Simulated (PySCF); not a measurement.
# Stretching ZnSe

Set-up: Zn def2-TZVPPD, Se def2-TZVPPD; no relativity (PySCF 2.14). Energies in eV from Zn + Se in their ground configurations at the same level. State: ¹Σ⁺ (singlet), closed shell.

Curves on a restricted Hartree–Fock reference rise too fast on stretching and do not dissociate correctly.

```
R (Å)  RHF-MP2  CAM-B3LYP
1.879   -0.369     0.0467
1.966   -0.935    -0.5359
2.054   -1.231    -0.8463
2.119   -1.325    -0.9519
2.185   -1.338    -0.9784
2.251   -1.290    -0.9469
2.338   -1.157    -0.8425
2.447   -0.919    -0.6517
2.578   -0.582    -0.3835
2.753   -0.123    -0.0227
```

Question: Put a parabola through the three lowest points of the RHF-MP2 curve and estimate Re, k and ωe (reduced mass 35.52 u; 1 eV/Å² = 0.16022 mdyn/Å; ωe = 1302.8·√(k/μ) cm⁻¹).

Answer: Through R = 2.119, 2.185, 2.251 Å the second-order coefficient is 7.00 eV/Å², so Re ≈ 2.166 Å, k ≈ 2.24 mdyn/Å and ωe ≈ 327 cm⁻¹. A polynomial fit of higher order to the unrounded RHF-MP2 energies gives Re = 2.164 Å, k = 2.49 mdyn/Å, ωe = 345 cm⁻¹; anharmonicity and rounding make the difference.

The higher-order fit for each curve: RHF-MP2: Re = 2.164 Å, ωe = 345 cm⁻¹, De = 1.34 eV; CAM-B3LYP: Re = 2.179 Å, ωe = 325 cm⁻¹, De = 0.98 eV.

Correlated steps freeze 14 core orbitals. Where the molecule has an RHF reference, its open-shell atoms are computed with UHF.
